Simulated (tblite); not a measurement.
Compound: C4H7ClSi.
Cartesian coordinates in Å at the GFN2-xTB level; atoms count from 1:
```
atom  x, y, z in Å
Si1   -1.8809    0.2803    0.5053
C2    -0.4936   -0.6230   -0.4385
C3     0.7373    0.2390   -0.6044
C4     2.1311   -0.3638   -0.5619
C5     1.7607    0.3253    0.4786
Cl6    2.0871    0.9269    2.0127
H7    -3.0587   -0.5872    0.5637
H8    -1.4249    0.5913    1.8594
H9    -2.2170    1.5171   -0.2025
H10   -0.2185   -1.5366    0.0914
H11   -0.8501   -0.9259   -1.4255
H12    0.5707    1.1144   -1.2293
H13    2.8524   -0.9573   -1.0668
```

All values are computed: GFN2-xTB (tblite) harmonic vibrations without scaling, gas phase. This tight-binding method is rough: wavenumbers can miss measured ones by several per cent, in bad cases by 10 to 20. Modes of hydrogen on silicon can be 10 to 20 % off. One conformer, not necessarily the lowest.

Harmonic wavenumbers (cm⁻¹): 46.4, 93.6, 131.2, 220.5, 297.7, 376.0, 457.5, 505.2, 536.6, 555.0, 654.4, 753.7, 777.3, 787.4, 791.3, 806.4, 878.9, 952.4, 989.1, 1039.9, 1142.0, 1233.3, 1244.2, 1361.6, 1472.7, 1811.4, 2260.7, 2263.1, 2278.1, 2958.8, 2967.5, 2981.5, 3230.6.

A = 3578, B = 1327, C = 1015 MHz; mass 118.001 u (most abundant isotopes); point group C1, symmetry number 1.

Problem. What is the zero-point energy?

Solution. Half the sum of the wavenumbers: 19428 cm⁻¹ = 55.55 kcal/mol.

Problem. Give the ideal-gas entropy at 298.15 K and 1 bar in the rigid-rotor, harmonic-oscillator model (classical rotation).

Solution. Translation 40.24, rotation 28.59, vibration 20.52: S = 89.3 cal/(mol K).

Problem. And Cp and H(298.15 K) − H(0)?

Solution. Cp = 30.54 cal/(mol K), of which vibrations give 22.59 (their classical limit is 33 R = 65.6); H(298.15 K) − H(0) = 5.63 kcal/mol without the zero-point energy, 3.27 from vibrations.

Problem. Which modes carry the vibrational entropy at 298.15 K?

Solution. 46.4 cm⁻¹: 4.97; 93.6 cm⁻¹: 3.58; 131.2 cm⁻¹: 2.93; 220.5 cm⁻¹: 1.95; 297.7 cm⁻¹: 1.43; 376.0 cm⁻¹: 1.06 cal/(mol K); the other 27 give 4.60 together.

Problem. How do the functions run with temperature in this model?

Solution. 
| T (K) | S (cal/(mol K)) | Cp (cal/(mol K)) | H − H(0) (kcal/mol) | G − H(0) (kcal/mol) | ln q(vib) |
| --- | --- | --- | --- | --- | --- |
| 50 | 57.0 | 11.6 | 0.47 | -2.37 | 0.40 |
| 100 | 66.1 | 15.1 | 1.14 | -5.47 | 1.25 |
| 373.15 | 96.8 | 35.8 | 8.13 | -27.99 | 6.21 |
| 500 | 108.3 | 42.9 | 13.14 | -41.01 | 8.57 |
| 750 | 127.6 | 52.2 | 25.13 | -70.58 | 13.03 |
| 1000 | 143.5 | 58.2 | 38.99 | -104.53 | 17.13 |

q(vib) and H(0) count from the zero-point level.

Problem. What must be added to the electronic energy to get the Gibbs energy at 298.15 K and 1 bar?

Solution. ZPE + [H(298.15 K) − H(0)] − T·S = 55.55 + 5.63 − 26.64 = 34.54 kcal/mol.

Problem. Blend soft modes into free rotors: weight 1/[1 + (100 cm⁻¹/ν̃)⁴] for the oscillator and the rest for a rotor with moment μB/(μ + B), μ = h/(8π²ν), B = 10⁻⁴⁴ kg m². What vibrational entropy results?

Solution. 18.79 cal/(mol K) in place of 20.52, which changes −T·S at 298.15 K by +0.52 kcal/mol.

Hindered rotation and anharmonicity are outside this model. Other conformers, if any are populated, would add a mixing term that is left out. The structure is chiral; the term R ln 2 for an equal mix with its mirror image is left out.

Hardware: one thread, Intel Xeon at 2.50 GHz (x86_64), shared host. Cost: 1.2 s wall. The figure is for the frequency step alone.
